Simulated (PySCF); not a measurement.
SMILES [CH2]C(CCCCC)=O (C7H13O), doublet, GFN2-xTB optimised geometry. Atoms within 1.6 Å of the plane z = 0.6 Å (x, y, z in Å): C6 (0.25, -0.25, 0.00), C7 (-0.25, 1.19, 0.00), C8 (0.26, 1.97, 1.21), H12 (-0.07, -2.99, -0.31), H15 (-0.08, -0.75, 0.92), H16 (1.35, -0.25, 0.00), H17 (0.08, 1.69, -0.92), H18 (-1.34, 1.19, 0.00), H19 (1.35, 1.99, 1.22), H20 (-0.08, 1.50, 2.13), H21 (-0.11, 2.99, 1.19).

Computed with PySCF with unrestricted B3LYP/def2-SVP.

Map of the log10 of the electron density (e/bohr³), floored at −4 on the plane z = 0.6 Å:

```
|000000000000000000000000000|
|000000000000010000000000000|
|000000000012232100000000000|
|000000000023444321000000000|
|000000000135666432100000000|
|000000000246777654320000000|
|000000001346788765431000000|
|000000023456898877542000000|
|000000134567999887642000000|
|000000245778999876532000000|
|000000246788998765431000000|
|000000235678888755421000000|
|000000134567888766532000000|
|000000013456899887642000000|
|000000002357999887642000000|
|000000001357999876532000000|
|000000001246788655421000000|
|000000000235666543210000000|
|000000000123444332100000000|
|000000000123444322100000000|
|000000000124555421000000000|
|000000000124555421000000000|
|000000000023444321000000000|
|000000000012333210000000000|
|000000000001121100000000000|
|000000000000000000000000000|
|000000000000000000000000000|
```
Scale: ten equal steps from -4.00 (start of '0') to -0.607 (end of '9'), in the order '0123456789'; x runs from -5.00 to 5.00, y from -5.00 (bottom) to 5.00 (top).
